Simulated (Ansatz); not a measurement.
Program: Ansatz 0.2.0.

A structure relaxed at PBE0-D4/def2-TZVP, charge 0, multiplicity 1:

```xyz
9

N    -0.307    1.547   -0.643
Ge    0.302   -0.104   -0.202
O    -0.745   -1.190   -1.133
S     0.083   -0.599    1.970
H    -1.315    1.616   -0.675
H     0.077    2.319   -0.119
H     1.778   -0.264   -0.590
H    -1.036   -1.930   -0.594
H     1.164   -1.396    1.987
```

Problem. Give its formula and SMILES.

Solution. GeH5NOS, `[NH2][GeH]([OH])[SH]`.

Problem. Summarise the bond lengths by kind.

Solution. 1 × Ge–N 1.814 Å; 2 × H–N 1.010 Å; 1 × Ge–O 1.773 Å; 1 × Ge–S 2.239 Å; 1 × Ge–H 1.535 Å; 1 × H–O 0.960 Å; 1 × H–S 1.343 Å.
